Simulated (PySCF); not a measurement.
Shifts of the heteroatoms

Geometry:
```
atom   x (Å)   y (Å)   z (Å)
  C1   0.053   3.501  -0.403
  C2  -0.025   2.230  -0.207
  C3  -0.175   0.930  -0.061
  C4   0.756   0.142   0.661
  C5   1.542  -0.525   1.280
  C6   2.482  -1.335   2.019
  C7  -1.331   0.229  -0.665
  O8  -2.223   0.816  -1.254
 Si9  -1.445  -1.686  -0.532
 O10  -2.807  -2.067  -1.322
 H11   0.569   3.917  -1.255
 H12  -0.384   4.209   0.283
 H13   2.498  -1.026   3.065
 H14   3.483  -1.220   1.603
 H15   2.192  -2.384   1.963
 H16  -0.302  -2.290  -1.210
 H17  -1.568  -2.080   0.867
 H18  -3.325  -1.353  -1.696
```

- structure optimised with GFN2-xTB
- NMR shieldings at PBE0/pcSseg-1/GIAO
- run in PySCF
- a single conformation, isolated molecule, no relativistic terms, equivalent nuclei averaged

Task: What are the ²⁹Si shifts?

Result: 
```json
{"atoms": "Si9", "environment": "silicon bonded to C, O, 2 H", "σ (ppm)": "397.8", "δ (ppm)": "-47.0"}
```

Shieldings were converted by a linear fit to measured shifts: ²⁹Si (scatter 8.9 ppm rms, 25.8 ppm with the 6 outliers that the fit left out vs TMS, solution or neat liquid). A few per cent of atoms miss by over 2 rms, more outside the fitted compound classes.

On a 300 MHz spectrometer ²⁹Si resonates near 59.6 MHz, so 1 ppm is 59.6 Hz.

Task: Predict the ¹⁷O NMR data.

Result: 
```json
{"atoms": "O8", "environment": "carbonyl oxygen", "σ (ppm)": "-450.1", "δ (ppm)": "676.7"}
{"atoms": "O10", "environment": "oxygen bonded to Si, H", "σ (ppm)": "338.7", "δ (ppm)": "-41.8"}
```

Shieldings were converted by a linear fit to measured shifts: ¹⁷O: δ = 266.70 − 0.911σ (rms 10.7 ppm, 155 shifts, 12.2 ppm with the 3 outliers that the fit left out vs liquid water, solution or neat liquid). A few per cent of atoms miss by over 2 rms, more outside the fitted compound classes.

On a 300 MHz spectrometer ¹⁷O resonates near 40.7 MHz, so 1 ppm is 40.7 Hz.
